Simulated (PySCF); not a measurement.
C7H16NOP.
Atom-mapped SMILES: `[CH3:1][N:2]([CH3:3])[CH2:4][P:5]1[CH2:6][CH2:7][O:8][CH2:9][CH2:10]1`

Cartesian coordinates in Å at the PBE0-D3(BJ)/def2-SVP level; atoms count from 1:
```xyz
26
C7H16NOP angstrom
C      2.947    0.720    0.807
N      2.158   -0.334    0.219
C      2.969   -1.397   -0.315
C      1.171    0.148   -0.716
P     -0.201    1.054    0.168
C     -0.999   -0.387    1.028
C     -2.470   -0.091    1.286
O     -3.203    0.093    0.102
C     -2.853    1.242   -0.621
C     -1.446    1.168   -1.209
H      2.289    1.481    1.253
H      3.588    0.312    1.603
H      3.604    1.234    0.068
H      3.609   -1.079   -1.170
H      2.331   -2.225   -0.661
H      3.634   -1.791    0.470
H      0.726   -0.714   -1.241
H      1.597    0.820   -1.500
H     -0.468   -0.570    1.974
H     -0.910   -1.298    0.412
H     -2.943   -0.936    1.809
H     -2.569    0.801    1.940
H     -2.943    2.144    0.020
H     -3.595    1.336   -1.428
H     -1.245    2.067   -1.813
H     -1.380    0.288   -1.874
```

NICS is the negative of the GIAO shielding at a point without a nucleus: at the ring centre (0) and 1 Å above and below it (1); zz is the component along the ring normal. Level: GIAO PBE0/pcSseg-1 (PySCF, non-relativistic, gas phase) on the PBE0-D3(BJ)/def2-SVP geometry, one conformer.

Ring bond lengths (Å), with Mayer bond orders in brackets: P5–C6 1.858 (0.95), C6–C7 1.523 (1.02), C7–O8 1.404 (0.94), O8–C9 1.402 (0.94), C9–C10 1.526 (1.02), C10–P5 1.860 (0.95).

Task: Give the NICS values of each ring in ppm.

Result: 
```tsv
ring	type	NICS(0)	NICS(1), two faces	NICS(1)zz, two faces	rms pucker (Å)	centre to ring atoms, mean (Å)
P5–C6–C7–O8–C9–C10	6-membered ring with O and P; formal bonds all single	-3.0	-2.1 / -2.4	4.3 / 2.1	0.27	1.52
```

Task: What do they say, and how far can they be read as aromaticity?

Result: 
- P5–C6–C7–O8–C9–C10: mean NICS(1)zz 3.2 ppm, deshielded. C6, C7, C9, C10 have four or more neighbours, so the value isn't read as a sign of a π ring current.

Task: What is the mean of the two in-plane components of NICS at the second NICS(1) probe listed for ring P5–C6–C7–O8–C9–C10, 1 Å off the ring?

Result: The isotropic value is a third of the trace: (3 × -2.4 − (2.1))/2 = -4.6 ppm.

Task: List the ring angles and the Hirshfeld charges of the ring atoms.

Result: 
- P5–C6–C7–O8–C9–C10: P5 95.9° (+0.141 e), C6 110.1° (-0.126 e), C7 112.8° (0.000 e), O8 114.3° (-0.149 e), C9 112.9° (+0.001 e), C10 109.5° (-0.124 e); sum 655.5° against 720° for a flat convex ring.

Task: How shielded are the nuclei of the rings and their hydrogens (means over atoms taken as equivalent)?

Result: 
```
   atoms                     environment  σ isotropic (ppm)  principal values of the symmetric part, first atom (ppm)
      P5            phosphine phosphorus              394.6                                       368.6, 380.4, 435.0
 C6 (×2)  sp3 carbon bound to phosphorus              156.1                                       136.3, 157.0, 169.4
 C7 (×2)      sp3 carbon bound to oxygen              116.9                                         90.6, 97.7, 161.6
      O8             cyclic ether oxygen              285.8                                       234.2, 292.7, 330.6
H19 (×4)              methylene hydrogen              29.98                                          25.0, 28.9, 35.2
H21 (×4)              methylene hydrogen              27.60                                          21.8, 26.6, 33.2
```

Task: How do the values depend on the level or the medium?

Result: 
```tsv
level	NICS(0), P5–C6–C7–O8–C9–C10	mean NICS(1)zz, P5–C6–C7–O8–C9–C10
PBE0/pcSseg-1, gas	-3.0	3.2
wB97X-D/pcSseg-1, gas	-2.9	3.2
PBE0/pcSseg-1, IEF-PCM acetone	-2.9	3.2
PBE0/pcSseg-1, IEF-PCM dimethylsulfoxide	-2.9	3.2
```

The geometry is the same throughout; the continuum's cavity takes Bondi-type radii × 1.2.

On Arm Neoverse V2, one thread, on a shared host, this took 64 s (grids of density and orbitals included) and 1.3 GiB of memory at its peak. This is the whole shielding run at PBE0/pcSseg-1, SCF included.
